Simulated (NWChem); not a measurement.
PbCl cation, singlet; SMILES [Cl][Pb+]

```xyz
2

Pb     0.0000     0.0000    -0.4150
Cl     0.0000     0.0000     1.9743
```
Atoms are numbered in this order, from 1.

Computed with NWChem. Low-valent species are run as closed-shell singlets; no triplet was tried in these runs. The geometry was optimised at PBE0/def2-SVP. def2 effective core potentials on Pb; no spin-orbit coupling. Static field.

```tsv
level	isotropic polarisability (bohr³)	anisotropy (bohr³)
PBE/def2-SVPD	42.2	33.1
B3LYP/def2-SVPD	(withheld)	(withheld)
CAM-B3LYP/def2-SVPD	41.1	30.4
```

Task: Complete the blanks.

Result: 
- B3LYP/def2-SVPD, isotropic polarisability (bohr³): 41.7
- B3LYP/def2-SVPD, anisotropy (bohr³): 31.9
